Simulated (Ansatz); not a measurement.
Program: Ansatz. Geometries: PBE0-D4/def2-TZVP. ΔE: electronic, gas phase. CBS: MP2 limit from def2 TZ/QZ plus the TZ coupled-cluster correction, frozen cores. For As outer-core shells are correlated without core-valence functions, which leaves a few kJ/mol of doubt a bond. Scalar relativity is left out up to krypton. One conformer a species, not always the lowest.

`C[As](C)C` + `CN[SiH]([SiH3])Cl` → `CN(C)[SiH]([SiH3])Cl` + `C[AsH]C`  (substitution at a C–As bond)

`C[As](C)C`:

Z-matrix (Å, degrees):
```
C
As 1 1.965
H 1 1.091 2 109.3
H 1 1.092 2 111.2 3 -120.8
H 1 1.091 2 109.3 3 118.5
C 2 1.965 1 97.0 3 71.8
C 2 1.965 1 97.0 3 169.7
H 6 1.091 2 109.3 1 -71.8
H 6 1.092 2 111.2 1 49.0
H 6 1.091 2 109.3 1 169.8
H 7 1.091 2 109.3 1 71.8
H 7 1.092 2 111.2 1 -49.0
H 7 1.091 2 109.3 1 -169.7
```

`CN[SiH]([SiH3])Cl`:

Cartesian coordinates in Å:
```
C -1.645 -0.250 -0.915
N -0.725 0.858 -0.761
Si 0.900 0.711 -0.277
Si 1.103 -0.579 1.664
Cl 2.125 -0.233 -1.679
H -1.643 -0.672 -1.926
H -1.372 -1.054 -0.226
H -2.666 0.054 -0.669
H -0.967 1.661 -1.320
H 1.428 2.091 -0.145
H 2.535 -0.648 2.055
H 0.320 0.021 2.779
H 0.606 -1.960 1.421
```

`CN(C)[SiH]([SiH3])Cl`:

Z-matrix (Å, degrees):
```
C
N 1 1.444
H 1 1.096 2 110.4
H 1 1.092 2 110.8 3 119.4
H 1 1.099 2 112.1 3 -120.3
C 2 1.446 1 113.3 3 59.5
Si 2 1.703 1 122.2 3 -140.8
H 6 1.091 2 110.5 1 -178.3
H 6 1.099 2 112.1 1 61.2
H 6 1.096 2 110.3 1 -59.0
Si 7 2.338 2 111.7 1 40.7
Cl 7 2.090 2 113.9 1 -78.5
H 7 1.483 2 107.0 1 166.2
H 11 1.488 7 111.0 2 54.2
H 11 1.488 7 110.3 2 -66.4
H 11 1.487 7 108.8 2 174.3
```

`C[AsH]C`:

```xyz
10

C    -1.458    0.304   -0.102
As    0.301    0.678   -0.902
C     1.327   -0.679    0.089
H    -1.835   -0.633   -0.515
H    -2.152    1.102   -0.372
H    -1.402    0.223    0.983
H     0.643    1.830    0.039
H     1.082   -1.662   -0.316
H     2.393   -0.502   -0.058
H     1.100   -0.661    1.155
```

| species | MP2/CBS(def2) energy (Eh) |
| --- | --- |
| `C[As](C)C` | -2354.51618 |
| `CN[SiH]([SiH3])Cl` | -1135.46709 |
| `CN(C)[SiH]([SiH3])Cl` | -1174.70054 |
| `C[AsH]C` | -2315.26227 |

Problem. Work out ΔE.

Solution. ΔE = (-1174.70054) + (-2315.26227) − (-2354.51618) − (-1135.46709) = 0.02046 Eh = +53.7 kJ/mol. CCSD(T)/CBS gives +49.4 kJ/mol.

Problem. What do rigid-rotor, harmonic-oscillator terms from PBE0-D4/def2-TZVP frequencies (298.15 K, 1 bar) make of the CCSD(T)/CBS value? (Best estimate.)

Solution. The calculation gave: ΔZPE = -2.0 kJ/mol, ΔH = +46.2 kJ/mol, ΔS = 1 J/(mol·K), ΔG = +45.9 kJ/mol. Modes under 50 cm⁻¹ make the entropy rough.

Largest T1 diagnostic among the species: 0.011.

Leaving LDA and LC-ωPBE aside and taking each functional with its dispersion term where it has one, the values, not all of them listed here, spread over 5.1 kJ/mol, from CAM-B3LYP-D4 to PBE-QIDH. LDA lies −8.4 kJ/mol from PBE without D4. At CCSD(T), def2-SVP lies −22.6 kJ/mol from the extrapolated value and def2-TZVPP −1.7 kJ/mol.
